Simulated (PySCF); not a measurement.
## Structure from NMR data

Molecular formula: C7H9FO. Simulated spectra:

1H NMR (600 MHz, computed): δ 6.60 (m, 1H), 4.63 (m, 1H), 4.53 (m, 1H), 4.06 (m, 1H), 3.83 (m, 1H), 3.28 (m, 1H), 2.36 (s, 3H).

13C{1H} NMR (computed): δ 131.0, 106.1, 98.0, 78.7, 75.4, 37.4, 11.0.

Method: shieldings: GIAO PBE0/pcSseg-1, GFN2-xTB geometry, in PySCF 2.14 (one computed conformer, in vacuum, no relativistic terms, one averaged value for each set of equivalent atoms).

δ = σ(ref) − σ, references computed at the same level: 1H, 13C vs TMS.

**Question.** Choose the structure that fits.
A. O=C1C[C@@H]2C[C@H](F)[C@H]1C2
B. C[C@H]1CC=C(F)C(=O)C1
C. O=C1C[C@@H]2C[C@@H](F)[C@H]1C2
D. C#C[C@@H]1CC[C@@]1(F)OC
E. CC1=C[C@@]12COC[C@@H]2F

**Answer.** E. 

1. The formula gives 3 degrees of unsaturation (2 rings in the answer).
2. 7 carbon signals for 7 carbons: no two carbons are equivalent.
3. Carbon types of the structure: 2 × C, 2 × CH, 2 × CH2, 1 × CH3, which accounts for all hydrogens.
4. δC 131.0: fully substituted alkene carbon; an sp2 carbon of a C=C bond.
5. δC 106.1: alkene CH; the olefinic region.
6. δC 98.0: sp3 CH bonded to F; deshielded by the electronegative neighbour.
7. δC 78.7, 75.4: sp3 CH2 bonded to O; pulled downfield by the heteroatom.
8. δC 37.4: three-membered-ring carbon; a saturated carbon with 4 carbon neighbours and no heteroatom attached.

The others: C#C[C@@H]1CC[C@@]1(F)OC has carbons computed at 117.3, 86.3, 81.4, 51.8, 36.9, 36.6, 20.3; C[C@H]1CC=C(F)C(=O)C1 has carbons computed at 194.8, 164.8, 133.0, 51.5, 36.3, 35.7, 24.1; O=C1C[C@@H]2C[C@H](F)[C@H]1C2 would give 9 signals for carbon-bound and other non-exchanging H, not 7; O=C1C[C@@H]2C[C@@H](F)[C@H]1C2 would give 9 signals for carbon-bound and other non-exchanging H, not 7.

Splittings by 19F in the carbon and heteronuclear signals aren't shown, as no couplings were computed. Shifts are as computed. Against solution values, carbons near 30 ppm lie about +3 ppm off and those near 130 ppm about +5 ppm. Of 1211 compounds with measured shifts, 218 miss one by over three times the rms of a fit or turn the order of signals round; such compounds aren't used in these exercises. Multiplicities follow the n + 1 count of equivalent neighbours, as no J values were calculated; m marks all less simple cases, F and P coupling included.
